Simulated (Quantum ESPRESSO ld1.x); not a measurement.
The numbers below are computed, except where a source is named.
Task: Coherent X-ray form factor from a spherical all-electron density. Code: ld1.x of Quantum ESPRESSO 7.5. Model: non-relativistic Kohn-Sham, LDA (Slater exchange, VWN5 correlation), spin-polarised, spherical densities, point nucleus.

sin(theta)/lambda (1/angstrom)  f0 (electrons)
0.05                                     9.912
0.1                                      9.655
0.15                                     9.250
0.2                                      8.729
0.25                                     8.126
0.3                                      7.479
0.4                                      6.175
0.5                                      4.999
0.6                                      4.032
0.8                                      2.727
1                                        2.031
1.25                                     1.605
1.5                                      1.386
2                                        1.110

The species is in the configuration that NIST lists as its ground one. Which atom or ion scatters so?

Result: The magnesium ion Mg2+, [Ne]. Extrapolating in s^2 from the first two rows gives f0(0) = 10.0, near the electron count 10; among species with that count, the fall with angle is slower the higher Z, and the table is that of Z = 12; from so few rows the species is fixed only to a neighbour or two.
